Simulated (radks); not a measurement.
The numbers below are computed, except where a source is named.
Question: Tl31+, 50 electrons, occupied as [Kr] 4d10 4f4 (the NIST ground configuration). Level of theory: Dirac Kohn-Sham, PBE, spin-unpolarised, spherical densities, finite nucleus; open shells are shared between the two j in proportion to 2j + 1; Fermi nuclear charge, rms radius 5.4759 fm (a radial shooting solver on a logarithmic mesh with Libxc functionals). Some entries of the table are withheld. Estimate them.

orbital,occ.,eigenvalue (eV),<r^2> (bohr^2),r(max) (bohr)
1s1/2,2,-86544.60,(1),0.01003
2s1/2,2,(2),0.005552,0.05837
2p1/2,2,-15708.02,0.003913,0.04279
2p3/2,4,-13643.13,0.005097,0.05040
3s1/2,2,-4736.842,0.03575,0.1641
3p1/2,2,-4464.486,0.03250,0.1529
3p3/2,4,-4002.055,0.03871,0.1682
3d3/2,4,-3552.480,0.02956,(3)
3d5/2,6,-3453.764,0.03123,(4)
4s1/2,2,-1833.317,0.1581,(5)
4p1/2,2,-1714.659,0.1580,0.3575
4p3/2,4,-1586.494,0.1818,0.3852
4d3/2,4,(6),0.1788,0.3720
4d5/2,6,(7),0.1858,0.3799
4f5/2,1.71429,-1125.489,0.1662,0.3209
4f7/2,2.28571,-1118.608,0.1691,0.3240

Answer: 
(1) 1s1/2 <r^2> (bohr^2): 0.0003691
(2) 2s1/2 eigenvalue (eV): -16312.87
(3) 3d3/2 r(max) (bohr): 0.1308
(4) 3d5/2 r(max) (bohr): 0.1349
(5) 4s1/2 r(max) (bohr): 0.3611
(6) 4d3/2 eigenvalue (eV): -1393.101
(7) 4d5/2 eigenvalue (eV): -1367.288
